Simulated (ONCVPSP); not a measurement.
An all-electron radial function and its pseudo partner (Fe)

Columns: radius, all-electron u(r) and pseudo u(r) of the 3p shell (level -60.04 eV) of iron in the configuration [Ne] 3s2 3p6 3d6 4s2; PBE, scalar-relativistic, ONCV scheme, ONCVPSP 4.0.1.

| r (bohr) | all-electron | pseudo |
| --- | --- | --- |
| 0.080 | -0.4489 | 0.0349 |
| 0.160 | -0.5929 | 0.1375 |
| 0.240 | -0.3102 | 0.2957 |
| 0.320 | 0.1243 | 0.4916 |
| 0.400 | 0.5315 | 0.7011 |
| 0.480 | 0.8405 | 0.8931 |
| 0.560 | 1.0388 | 1.0449 |
| 0.640 | 1.1391 | 1.1384 |
| 0.720 | 1.1644 | 1.1644 |
| 0.800 | 1.1371 | 1.1371 |
| 0.880 | 1.0759 | 1.0759 |
| 0.960 | 0.9954 | 0.9954 |
| 1.040 | 0.9056 | 0.9056 |
| 1.120 | 0.8136 | 0.8136 |
| 1.200 | 0.7239 | 0.7239 |
| 1.280 | 0.6391 | 0.6391 |
| 1.360 | 0.5608 | 0.5608 |
| 1.440 | 0.4897 | 0.4897 |
| 1.520 | 0.4259 | 0.4259 |
| 1.600 | 0.3692 | 0.3692 |
| 1.680 | 0.3191 | 0.3191 |
| 1.760 | 0.2752 | 0.2752 |
| 1.840 | 0.2369 | 0.2369 |
| 1.920 | 0.2036 | 0.2036 |
| 2.000 | 0.1747 | 0.1747 |
| 2.080 | 0.1498 | 0.1498 |

Question: How many radial nodes do the two functions have?

Answer: The all-electron 3p function has n − l − 1 = 1; the pseudo-wave has 0, since the states of the same l below it are removed with the core.

Question: At about which radius was the pseudo-wave matched?

Answer: 0.75 bohr, where the columns begin to agree (steps of 0.08 bohr).

Question: Is the pseudo-wave norm-conserving?

Answer: Yes: the ONCV scheme keeps the norm inside the radius equal to the all-electron one, which fixes the energy derivative of the logarithmic derivative at the level.
